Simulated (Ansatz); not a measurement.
Isolated molecules relaxed with PBE0-D4/def2-TZVP in Ansatz; ΔE leaves out vibrations. CBS: MP2 limit from def2 TZ/QZ plus the TZ coupled-cluster correction, frozen cores. This one scheme is used for every species, atoms too. DFT in def2-TZVPP. HSE06 is defined as in plane-wave codes. Open shells (•) are unrestricted, without spin–orbit coupling. Spin–orbit coupling would lower the free atoms: a little for C, O, Si; clearly for Se. For Se outer-core shells are correlated without core-valence functions, so the limit isn't a true one: a few kJ/mol of doubt a bond, and 10 to 20 or more in all where bonds break to atoms. Scalar relativity is left out up to krypton. Each species was taken in one conformer, which may not be the lowest.

Consider the atomization: `O=C([SiH3])C=[Se]` → 2 C• + 4 H• + O• + Se• + Si•.

Task: What is ΔE at CCSD(T)/CBS? (An estimate is asked.)

Result: Ansatz gave: +776.5 kcal/mol.

Task: What do these levels give: B97M-V, HSE06-D4, PBE, CCSD(T)/def2-SVP, CCSD/def2-TZVPP, SCS-MP2/def2-QZVPP? (Estimate.)

Result: The calculation gave: B97M-V 775.5, HSE06-D4 775.8, PBE 794.2, CCSD(T)/def2-SVP 729.3, CCSD/def2-TZVPP 733.7, SCS-MP2/def2-QZVPP 779.8 kcal/mol.

Largest T1 diagnostic among the species: 0.015.

At CCSD(T), def2-SVP lies −47.2 kcal/mol from the extrapolated value and def2-TZVPP −23.9 kcal/mol: correlation converges slowly with the basis, and small sets miss more of it in the bonded molecule than in its fragments. Leaving LDA and LC-ωPBE aside and taking each functional with its dispersion term where it has one, the values, not all of them listed here, spread over 59.8 kcal/mol, from BHLYP-D4 to PBE-D4. LDA lies +110.8 kcal/mol from PBE without D4, its usual overbinding. From r2SCAN to r2SCAN0 (25 % exact exchange), in def2-TZVPP and without D4, ΔE moves by −21.4 kcal/mol: exact exchange takes away binding that semilocal exchange gives to molecules.

For atomizations the MP2-based limit and the directly extrapolated one differ by several kJ/mol either way, and by 10 to 25 for some Ge, Se and Sn compounds, so smaller differences from it don't rank the levels.
